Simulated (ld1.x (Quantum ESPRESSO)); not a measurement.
**cadmium (Cd), TM semilocal: configuration errors across variants**

```
Element                 : Cd
Generator               : ld1.x (Quantum ESPRESSO) 7.5
Type                    : norm-conserving Troullier–Martins (semilocal form)
Functional              : LDA (PZ)
Relativity              : scalar-relativistic
Frozen core             : [Kr]
Valence charge          : 12
Reference configuration : 4d10 5s0 5p0 (charge +2)
Partial waves           : 5s (bound, empty): rc 2.10 bohr; 4d (bound): rc 1.75 bohr; 5p (bound, empty): rc 1.90 bohr
Local potential         : the p channel
Core correction         : none
```

All-electron excitation energies from the reference (eV): (1) 4d10 5s2 5p0 -27.148; (2) 4d10 5s1 5p0 -17.520; (3) 4d9 5s0 5p0 38.256; (4) 4d10 5s0 5p1 -11.613; (5) 4d10 5s1.5 5p0 -23.272; (6) 4d9 5s2 5p1 -14.554; (7) 4d9 5s2 5p0 -9.002; (8) 4d10 5s1 5p0 spin -17.709; (9) 4d9 5s0 5p0 spin 38.080.

Spin tests fill each open shell by Hund’s rule, majority spin first.

A semilocal file is local in each channel, so a ghost entry of none says nothing of the separable form that plane-wave codes build from it.

Errors AE − PS in meV (a dash: test not solved or not reliable):

| change | (1) | (2) | (3) | (4) | (5) | (6) | (7) | (8) | (9) | bound ghosts |
| --- | --- | --- | --- | --- | --- | --- | --- | --- | --- | --- |
| base | +22 | +9.2 | -65 | +9.5 | +16 | -153 | -150 | +17 | +56 | none |
| core correction a·sin(br)/r model core inside 0.78 bohr | -22 | -7.1 | -112 | +2.7 | -15 | -222 | -205 | -5.6 | -103 | none |
| core correction a·sin(br)/r model core inside 1.10 bohr | -21 | -7.0 | -111 | +2.7 | -14 | -219 | -202 | -5.4 | -92 | none |
| core correction a·sin(br)/r model core inside 1.30 bohr | -20 | -6.7 | -109 | +2.8 | -14 | -213 | -197 | -5.1 | -70 | none |
| core correction a·sin(br)/r model core inside 1.58 bohr | -19 | -6.2 | -100 | +2.9 | -13 | -201 | -185 | -4.5 | -23 | none |
| core correction a·sin(br)/r model core inside 2.14 bohr | -11 | -3.1 | -78 | +3.5 | -7.0 | -186 | -172 | +0.5 | +36 | none |

(1) Give the same row for: core correction a·sin(br)/r model core inside 1.80 bohr.

## Answers

(1) -17, -5.6, -91, +3.0, -12, -194, -178, -3.5, +6.7; bound ghosts: none.
